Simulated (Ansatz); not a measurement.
`OB1OCS1`, relaxed with RKS PBE-D4/def2-SVP in Ansatz from a rough embedded geometry. The force threshold is 0.03 eV/Å; the program also tests the step.

The species carries charge 0 and has multiplicity 1.

Start:

```xyz
8

O    -1.791    0.145    1.306
B    -0.807    0.110    0.299
O     0.479    0.826    0.158
C     1.200   -0.093   -0.564
S    -0.074   -1.288   -0.811
H    -2.620    0.558    0.936
H     1.985   -0.529    0.160
H     1.629    0.270   -1.484
```

**Question.** How much energy does the relaxation release, and in how many steps? (Best estimate.)

**Answer.** Ansatz gave: 96.68 kJ/mol, in 8 steps, 1 of them rejected.

**Question.** Which bonds change most? (An estimate is asked.)

**Answer.** Ansatz gave: C4–S5 from 1.765 to 1.866 Å; B2–O3 from 1.478 to 1.386 Å; B2–S5 from 1.930 to 1.847 Å; O1–B2 from 1.409 to 1.355 Å.

**Question.** Give the relaxed structure. (Estimate.)

**Answer.** The calculation gave: 
```xyz
8

O    -1.772    0.603    1.038
B    -0.678    0.177    0.361
O     0.554    0.810    0.391
C     1.186   -0.117   -0.490
S    -0.287   -1.225   -0.776
H    -2.552    0.040    0.900
H     2.022   -0.656    0.003
H     1.528    0.369   -1.428
```
